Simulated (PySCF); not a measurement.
A structure optimised at B3LYP-D3(BJ)/def2-SVP, used in a PySCF frequency run:

```
N
H 1 1.0151
C 1 1.3545 2 129.34
N 3 1.3264 1 109.42 2 180.00
C 4 1.3346 3 101.92 1 0.00
N 5 1.3066 4 117.99 3 0.00
H 3 1.0901 4 126.99 5 180.00
```
Charge 0, spin multiplicity 2.

**Question.** Write its SMILES, formula and point group.

**Answer.** [c]1nc[nH]n1, C2H2N3, Cs

**Question.** What are its rotational constants (standard atomic weights)?

**Answer.** 11.531, 9.8733, 5.3189 GHz
